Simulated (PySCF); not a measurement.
C4H9FSi. Atoms are numbered in the order given.

```xyz
15

F     -0.6349     1.8910    -0.8734
Si    -0.2816     0.8798     0.3667
C      1.4384     0.1309     0.1757
C      1.1447    -1.2625    -0.4283
C     -0.1307    -1.8231     0.2315
C     -1.2373    -0.7406     0.1914
H     -0.5130     1.6637     1.6103
H      1.8969     0.0251     1.1756
H      2.1296     0.7322    -0.4345
H      1.9946    -1.9542    -0.3083
H      0.9730    -1.1608    -1.5148
H      0.0952    -2.0762     1.2829
H     -0.4539    -2.7593    -0.2521
H     -1.7316    -0.7284    -0.7963
H     -2.0251    -0.9059     0.9418
```

Coordinates come from a B3LYP-D3(BJ)/def2-SVP optimisation. Other conformers were not sampled.

Method: TDDFT-PBE/def2-SVPD (PySCF).

Vertical excitations. Isolated molecule, no solvent.

```json
[
 {"state": "S1", "energy (eV)": "6.70", "λ (nm)": "185", "f": "0.005", "main pairs": "HOMO→LUMO 99 %"},
 {"state": "S2", "energy (eV)": "6.87", "λ (nm)": "180", "f": "0.004", "main pairs": "HOMO→LUMO+1 99 %"},
 {"state": "S3", "energy (eV)": "7.16", "λ (nm)": "173", "f": "0.003", "main pairs": "HOMO−1→LUMO 97 %"},
 {"state": "S4", "energy (eV)": "7.34", "λ (nm)": "169", "f": "0.030", "main pairs": "HOMO−1→LUMO+1 97 %"},
 {"state": "S5", "energy (eV)": "7.44", "λ (nm)": "167", "f": "0.028", "main pairs": "HOMO→LUMO+2 93 %"},
 {"state": "S6", "energy (eV)": "7.64", "λ (nm)": "162", "f": "0.007", "main pairs": "HOMO→LUMO+3 91 %"},
 {"state": "S7", "energy (eV)": "7.68", "λ (nm)": "161", "f": "0.006", "main pairs": "HOMO−2→LUMO 93 %"},
 {"state": "S8", "energy (eV)": "7.84", "λ (nm)": "158", "f": "0.040", "main pairs": "HOMO−1→LUMO+2 73 %, HOMO→LUMO+4 23 %"},
 {"state": "S9", "energy (eV)": "7.86", "λ (nm)": "158", "f": "0.007", "main pairs": "HOMO→LUMO+4 67 %, HOMO−1→LUMO+2 24 %"},
 {"state": "S10", "energy (eV)": "7.91", "λ (nm)": "157", "f": "0.001", "main pairs": "HOMO−2→LUMO+1 92 %"},
 {"state": "T1", "energy (eV)": "6.41", "λ (nm)": "193", "f": "0", "main pairs": "HOMO→LUMO 98 %"},
 {"state": "T2", "energy (eV)": "6.72", "λ (nm)": "184", "f": "0", "main pairs": "HOMO→LUMO+1 98 %"},
 {"state": "T3", "energy (eV)": "6.84", "λ (nm)": "181", "f": "0", "main pairs": "HOMO−1→LUMO 96 %"},
 {"state": "T4", "energy (eV)": "7.08", "λ (nm)": "175", "f": "0", "main pairs": "HOMO→LUMO+2 96 %"}
]
```
Triplets are in the Tamm–Dancoff approximation, which puts them higher than full response would, so one can lie above its singlet here.
